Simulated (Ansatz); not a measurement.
**CH11NSi3: where a starting geometry ends**

The starting geometry of this gas-phase singlet was optimised with GFN2-xTB; its bonds are those of `[SiH3]C[SiH2]N[SiH3]`.

```xyz
16

C     0.8583    0.9907   -0.5775
N    -0.8660   -1.1136    0.4853
Si    1.1348    2.8328   -0.9108
Si   -0.7520    0.6094    0.3453
Si   -2.1650   -2.0487    1.1408
H     2.3842    3.0160   -1.6589
H     0.0270    3.3736   -1.6996
H     1.2327    3.5617    0.3551
H     0.8642    0.4535   -1.5261
H     1.7035    0.6058   -0.0059
H    -0.7421    1.2456    1.6709
H    -1.9281    1.0597   -0.4027
H     0.0014   -1.6111    0.3679
H    -2.2747   -1.8755    2.5941
H    -1.8476   -3.4411    0.8196
H    -3.3974   -1.5982    0.4988
```

Q: Predict what becomes of its bonds when it is optimised with r2SCAN-D4/def2-SVP.

A: It keeps its bonds, and is `[SiH3]C[SiH2]N[SiH3]`.

The energy falls by 0.17 eV over 28 steps:

```csv
step,E − E(last) (eV)
1,0.172
4,0.034
7,0.019
10,0.010
13,0.005
16,0.004
19,0.003
22,0.002
25,0.000
28,0.000
```

Final geometry (Å):

```xyz
16

C     0.6757    0.9122   -0.5674
N    -0.8681   -0.8949    1.3365
Si    1.0217    2.6667   -1.1575
Si   -0.5833    0.7496    0.8224
Si   -2.0180   -2.0498    0.7223
H     2.0256    2.6731   -2.2655
H    -0.2331    3.3077   -1.6575
H     1.5567    3.4995   -0.0368
H     0.3243    0.3154   -1.4295
H     1.6296    0.4586   -0.2400
H    -0.0878    1.5238    2.0024
H    -1.8871    1.3069    0.3537
H    -0.2027   -1.2546    2.0196
H    -2.7591   -2.7219    1.8341
H    -1.3866   -3.1329   -0.0987
H    -2.9744   -1.2988   -0.1416
```

Frequencies at the end are all real (lowest 21 cm⁻¹). Run with Ansatz 0.2.0, 4.5 min on 2 threads of AMD EPYC (Zen 3), with other jobs on the host.
